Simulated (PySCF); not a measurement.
Input for PySCF: R-HF/3-21G on HI (SMILES I).

```python
from pyscf import gto, scf, dft, mp
from pyscf.data.elements import chemcore

mol = gto.M(
    atom='''
    I     0.78376875   -0.20147548    4.10563666
    H     0.50605547   -0.17728896    2.49613585
    ''',
    basis='3-21g',
    charge=0, spin=0, verbose=3, max_memory=1800)
mf = scf.RHF(mol)
mf.conv_tol = 1e-8
mf.max_cycle = 100
mf.kernel()
if not mf.converged:
    mf = mf.newton().run(mf.mo_coeff, mf.mo_occ)
```

The log:

```
converged SCF energy = -6887.87128674508
```

The calculation finished and met its thresholds.

Cost: around 0.17 core-seconds (rough).
